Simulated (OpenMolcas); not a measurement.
**A ladder of methods for CH3FGeO (SMILES C[O][Ge][F])**

CH3FGeO: 7 atoms, total charge 0, spin state singlet. SMILES: `C[O][Ge][F]`. Geometry: relaxed at PBE0-D4/def2-TZVP. This is one conformer, not always the lowest.

Quantity: the vertical ionisation energy (to the doublet cation), in eV. The values are calculated.

```json
{"level": "HF/6-31G* (spherical functions)", "kind": "Hartree–Fock", "program": "OpenMolcas", "value (eV)": "9.90", "CPU time (all runs)": "23 s"}
{"level": "SVWN5/6-31G* (spherical functions)", "kind": "LDA", "program": "OpenMolcas", "value (eV)": "10.23", "CPU time (all runs)": "52 s"}
{"level": "BLYP/6-31G* (spherical functions)", "kind": "GGA", "program": "OpenMolcas", "value (eV)": "9.91", "CPU time (all runs)": "69 s"}
{"level": "PBE/6-31G* (spherical functions)", "kind": "GGA", "program": "OpenMolcas", "value (eV)": "10.02", "CPU time (all runs)": "70 s"}
{"level": "revPBE/6-31G* (spherical functions)", "kind": "GGA", "program": "OpenMolcas", "value (eV)": "9.95", "CPU time (all runs)": "70 s"}
{"level": "r2SCAN/6-31G* (spherical functions)", "kind": "meta-GGA", "program": "OpenMolcas", "value (eV)": "10.23", "CPU time (all runs)": "92 s"}
{"level": "M06-2X/6-31G* (spherical functions)", "kind": "hybrid meta-GGA", "program": "OpenMolcas", "value (eV)": "10.32", "CPU time (all runs)": "95 s"}
{"level": "B3LYP/6-31G* (Cartesian functions)", "kind": "global hybrid", "program": "OpenMolcas", "value (eV)": "10.35", "CPU time (all runs)": "89 s"}
```

All-electron rows without a relativistic Hamiltonian named are non-relativistic. The values span 9.90 to 10.35 eV. Times are those of the runs behind each value, whatever else they computed, on shared processors of several kinds: orders of magnitude only.
